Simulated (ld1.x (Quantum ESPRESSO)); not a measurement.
An all-electron radial function and its pseudo partner (beryllium (Be))

Columns: radius, all-electron u(r) and pseudo u(r) of the 2s shell (level -5.61 eV) of beryllium in the configuration [He] 2s2 2p0; PBE, non-relativistic, PAW scheme, ld1.x (Quantum ESPRESSO) 7.5.

| r (bohr) | all-electron | pseudo |
| --- | --- | --- |
| 0.225 | 0.2525 | -0.0833 |
| 0.450 | 0.1282 | -0.1699 |
| 0.675 | -0.0733 | -0.2610 |
| 0.900 | -0.2605 | -0.3546 |
| 1.125 | -0.4080 | -0.4453 |
| 1.350 | -0.5162 | -0.5256 |
| 1.575 | -0.5868 | -0.5875 |
| 1.800 | -0.6250 | -0.6250 |
| 2.025 | -0.6374 | -0.6374 |
| 2.250 | -0.6300 | -0.6300 |
| 2.475 | -0.6083 | -0.6083 |
| 2.700 | -0.5770 | -0.5770 |
| 2.925 | -0.5396 | -0.5396 |
| 3.150 | -0.4989 | -0.4989 |
| 3.375 | -0.4572 | -0.4572 |
| 3.600 | -0.4160 | -0.4160 |
| 3.825 | -0.3763 | -0.3763 |
| 4.050 | -0.3387 | -0.3387 |
| 4.275 | -0.3037 | -0.3037 |
| 4.500 | -0.2715 | -0.2715 |
| 4.725 | -0.2420 | -0.2420 |
| 4.950 | -0.2151 | -0.2151 |
| 5.175 | -0.1908 | -0.1908 |
| 5.400 | -0.1689 | -0.1689 |
| 5.625 | -0.1493 | -0.1493 |
| 5.850 | -0.1316 | -0.1316 |

How many radial nodes do the two functions have?

The all-electron 2s function has n − l − 1 = 1; the pseudo-wave has 0, since the states of the same l below it are removed with the core.

At about which radius was the pseudo-wave matched?

1.75 bohr, where the columns begin to agree (steps of 0.23 bohr).

Where does each function peak?

Outermost all-electron maximum near 2.02 bohr, pseudo maximum near 2.02 bohr (to the table’s step).

Is the pseudo-wave norm-conserving?

No, it belongs to a PAW set: the norm inside the radius is not constrained, and the difference is carried by the augmentation charge.
